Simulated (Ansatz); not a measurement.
C$_{2}$H$_{6}$FNSi (`C=N[SiH2]CF`), relaxed with RKS PBE-D4/def2-SVP in Ansatz from a rough embedded geometry. The force threshold is 0.03 eV/Å; the program also tests the step.

Charge 0, multiplicity 1.

Start:

```xyz
11

C    -0.273   -1.682    0.849
N    -0.367   -0.550    1.358
Si   -0.627    0.706    0.212
C     0.861    1.004   -0.854
F     1.204   -0.125   -1.511
H    -0.071   -2.596    1.558
H    -0.327   -1.999   -0.222
H    -1.055    1.938    0.891
H    -1.830    0.285   -0.661
H     0.753    1.812   -1.491
H     1.732    1.206   -0.128
```

(1) How much energy does the relaxation release, and in how many steps? (An estimate is asked.)

(2) Which bonds change most? (Best estimate.)

(3) Give the relaxed structure. (Best estimate.)

Results:

(1) The calculation gave: 52.26 kJ/mol, in 16 steps, 3 of them rejected.

(2) Computed: C4–H10 from 1.034 to 1.115 Å; C1–H6 from 1.175 to 1.116 Å; Si3–C4 from 1.855 to 1.907 Å; N2–Si3 from 1.719 to 1.767 Å.

(3) Computed: 
```xyz
11

C    -0.422   -1.905    1.034
N    -0.046   -0.692    1.137
Si   -0.569    0.615    0.069
C     0.974    1.214   -0.876
F     1.390    0.218   -1.760
H    -0.017   -2.679    1.729
H    -1.157   -2.289    0.278
H    -1.081    1.737    0.930
H    -1.623    0.188   -0.929
H     0.751    2.146   -1.446
H     1.801    1.446   -0.166
```
